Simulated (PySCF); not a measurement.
C4H4OSe, SMILES O=C[C@@H]1C=C[Se]1.

Coordinates come from a ωB97X-D3(BJ)/def2-SVP optimisation. The structure was generated by enumeration; whether it is a known compound was not checked. Other conformers were not sampled.

The numbers are results of TDA-LC-ωPBE/def2-SVPD (PySCF 2.14.0), not measurements.

Vertical excitations. 

List the lowest excited states. (Estimate from the structure and the level; the computed values follow.)


| state | energy (eV) | λ (nm) | f | main pairs |
|---|---|---|---|---|
| S1 | 3.65 | 339 | 0.001 | HOMO→LUMO 82 % |
| S2 | 4.26 | 291 | 0.001 | HOMO−1→LUMO 47 %, HOMO−1→LUMO+1 24 %, HOMO−1→LUMO+2 14 % |
| S3 | 5.44 | 228 | 0.022 | HOMO→LUMO+1 76 % |
| S4 | 5.93 | 209 | 0.067 | HOMO→LUMO+3 72 %, HOMO→LUMO+2 17 % |
| S5 | 6.51 | 190 | 0.001 | HOMO→LUMO+2 45 %, HOMO→LUMO+9 14 %, HOMO→LUMO+3 12 %, HOMO−3→LUMO 8 % |
| S6 | 6.69 | 185 | 0.007 | HOMO−2→LUMO 23 %, HOMO−3→LUMO 20 %, HOMO−1→LUMO 17 %, HOMO−1→LUMO+1 11 % |
| S7 | 6.81 | 182 | 0.047 | HOMO−2→LUMO 49 %, HOMO−3→LUMO 13 % |
| S8 | 6.95 | 178 | 0.044 | HOMO→LUMO+4 73 % |
| S9 | 7.31 | 170 | 0.009 | HOMO−3→LUMO 35 %, HOMO−1→LUMO+1 22 %, HOMO−1→LUMO+3 16 %, HOMO−1→LUMO 10 % |
| S10 | 7.49 | 166 | 0.084 | HOMO→LUMO+5 55 % |
| T1 | 3.09 | 401 | 0 | HOMO→LUMO 78 % |
| T2 | 3.59 | 345 | 0 | HOMO−1→LUMO 45 %, HOMO−1→LUMO+1 24 %, HOMO−1→LUMO+2 14 % |
| T3 | 3.77 | 329 | 0 | HOMO→LUMO+3 49 %, HOMO→LUMO+2 13 %, HOMO−3→LUMO+3 13 % |
| T4 | 5.01 | 247 | 0 | HOMO→LUMO+1 58 %, HOMO→LUMO+9 14 % |
Triplets are in the Tamm–Dancoff approximation.
